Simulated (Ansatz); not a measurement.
`C[O][InH][Br]` + `CNC` → `C[N](C)[InH][Br]` + CH₃OH at 700 K and 1 bar (ligand exchange at the In–O bond).

Computed with Ansatz on PBE0-D4/def2-TZVP structures; ΔE is electronic, products minus reactants. CCSD(T)/CBS is the MP2 limit (def2-TZVPP, def2-QZVPP) plus CCSD(T) − MP2 in def2-TZVPP, frozen cores. This one scheme is used for every species. Elements past krypton have def2 core potentials. For Br, In outer-core shells are correlated without core-valence functions, which leaves a few kJ/mol of doubt a bond. Scalar relativity is left out up to krypton. One conformer a species, not always the lowest.

```
           species  CCSD(T)/CBS energy (Eh)  H − E (kJ/mol)  S (J/(mol·K))
   `C[O][InH][Br]`              -2878.81206           192.6          463.1
             `CNC`               -135.00321           296.9          352.4
`C[N](C)[InH][Br]`              -2898.19389           318.6          522.3
             CH₃OH               -115.61712           170.8          288.5
```

H − E and S are ideal-gas, rigid-rotor, harmonic terms from PBE0-D4/def2-TZVP, for one conformer and one mirror image of each species. 1 Eh = 2625.50 kJ/mol, R = 8.31446 J/(mol·K).

By hand: ΔE, ΔH, ΔS and ΔG.

ΔE = (-2898.19389) + (-115.61712) − (-2878.81206) − (-135.00321) = 0.00426 Eh = 11.2 kJ/mol. Δ(H − E) = 318.6 + 170.8 − 192.6 − 296.9 = -0.1, so ΔH = 11.1 kJ/mol. ΔS = 522.3 + 288.5 − 463.1 − 352.4 = -4.7 J/(mol·K). ΔG = 11.1 − 700 × (-4.7)/1000 = 14.4 kJ/mol.

By hand: the equilibrium constant, and the temperature at which ΔG would vanish if ΔH and ΔS stayed fixed.

log₁₀ K = −ΔG/(RT ln 10) = -1.1. ΔH and −TΔS have one sign here, so there is no such temperature.

The number of gas molecules stays the same, so ΔS is small and ΔH decides. A doubt of 5 kJ/mol in ΔE shifts log₁₀ K by 0.4 here. Other conformers and mirror images would add mixing entropy, several J/(mol·K) or more a flexible species. These are equilibria of isolated gas molecules and say nothing of rates. Largest T1 diagnostic: 0.014 (customary marks: 0.02 for closed shells, 0.045 for open ones).

ΔS is within the doubt of such terms, so its sign, and with it that verdict, could turn.
